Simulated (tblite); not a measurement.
C5H14N2P2.
SMILES with atom numbers: `[CH3:1][N:2]([CH3:3])[CH2:4]/[P:5]=[P:6]/[N:7]([CH3:8])[CH3:9]` (hydrogens: H10, H11, H12 on C1; H13, H14, H15 on C3; H16, H17 on C4; H18, H19, H20 on C8; H21, H22, H23 on C9)

Cartesian coordinates in Å at the GFN2-xTB level; atoms count from 1:
```
atom  x, y, z in Å
C1    -2.3585   -1.0766    0.3379
N2    -2.5319    0.1648   -0.3820
C3    -3.8201    0.7619   -0.0972
C4    -1.4462    1.0848   -0.1306
P5     0.1009    0.4871   -0.9944
P6     1.2385    0.3444    0.6947
N7     2.7081   -0.2619    0.1628
C8     3.8609   -0.1775    1.0278
C9     2.9871   -0.5951   -1.2099
H10   -2.3759   -0.9365    1.4308
H11   -1.3992   -1.5161    0.0609
H12   -3.1526   -1.7664    0.0566
H13   -4.6043    0.0546   -0.3638
H14   -3.9425    1.6592   -0.7020
H15   -3.9355    1.0329    0.9643
H16   -1.2678    1.2538    0.9479
H17   -1.7043    2.0470   -0.5847
H18    3.5344    0.0798    2.0332
H19    4.3803   -1.1388    1.0575
H20    4.5628    0.5865    0.6798
H21    2.1254   -1.1113   -1.6379
H22    3.1770    0.2993   -1.8127
H23    3.8586   -1.2488   -1.2558
```

Computed values, GFN2-xTB/tblite, gas phase, harmonic and unscaled. The method is semi-empirical: single wavenumbers can be off by several per cent or more. One conformer, not necessarily the lowest.

Harmonic wavenumbers (cm⁻¹): 31.3, 49.1, 59.9, 87.0, 93.9, 167.1, 179.3, 206.0, 220.9, 227.2, 239.8, 245.8, 325.2, 369.0, 389.1, 405.5, 435.8, 670.4, 709.5, 744.9, 856.0, 887.1, 1004.9, 1037.9, 1048.1, 1053.9, 1078.9, 1084.0, 1104.7, 1116.4, 1165.6, 1221.3, 1234.5, 1262.3, 1264.4, 1291.5, 1407.5, 1408.3, 1416.4, 1420.4, 1440.7, 1461.6, 1468.2, 1477.5, 1479.6, 1483.5, 1491.6, 1493.0, 1495.2, 2755.9, 2838.8, 2848.7, 2921.7, 2932.0, 2933.0, 2961.3, 2973.6, 2985.0, 2994.7, 3009.8, 3014.8, 3016.5, 3028.9.

A = 3200, B = 498.0, C = 482.5 MHz; mass 164.063 u (most abundant isotopes); point group C1, symmetry number 1.

Task: What is the zero-point energy?

Result: ½Σν̃ = 41863 cm⁻¹ = 500.80 kJ/mol.

Task: Give the ideal-gas entropy at 273.15 K and 1 bar in the rigid-rotor, harmonic-oscillator model (classical rotation).

Result: Translation 170.64, rotation 126.16, vibration 170.54: S = 467.3 J/(mol K).

Task: And Cp and H(273.15 K) − H(0)?

Result: Cp = 182.89 J/(mol K), of which vibrations give 149.63 (their classical limit is 63 R = 523.8); H(273.15 K) − H(0) = 32.27 kJ/mol without the zero-point energy, 23.19 from vibrations.

Task: What must be added to the electronic energy to get the Gibbs energy at 273.15 K and 1 bar?

Result: ZPE + [H(273.15 K) − H(0)] − T·S = 500.80 + 32.27 − 127.65 = 405.42 kJ/mol.

Task: How do the functions run with temperature in this model?

Result: 
```tsv
T (K)	S (J/(mol K))	Cp (J/(mol K))	H − H(0) (kJ/mol)	G − H(0) (kJ/mol)	ln q(vib)
50	266.6	70.0	2.49	-10.84	1.17
100	326.4	105.5	6.90	-25.73	3.27
298.15	483.8	193.7	36.98	-107.27	11.23
373.15	530.8	226.7	52.74	-145.34	13.90
500	604.6	279.0	84.89	-217.43	18.19
750	733.7	357.6	165.11	-385.14	26.02
1000	844.3	411.0	261.60	-582.73	33.20
```

q(vib) and H(0) count from the zero-point level.

Task: Which modes carry the vibrational entropy at 273.15 K?

Result: 31.3 cm⁻¹: 23.31; 49.1 cm⁻¹: 19.58; 59.9 cm⁻¹: 17.94; 87.0 cm⁻¹: 14.87; 93.9 cm⁻¹: 14.25; 167.1 cm⁻¹: 9.64 J/(mol K); the other 57 give 70.94 together.

Hindered rotation and anharmonicity are outside this model. Other conformers, if any are populated, would add a mixing term that is left out. The structure is chiral; the term R ln 2 for an equal mix with its mirror image is left out.

Hardware: one thread, Arm Neoverse V1 (aarch64), on a shared host. Cost: 1.2 s. This covers the Hessian and the dipole derivatives.
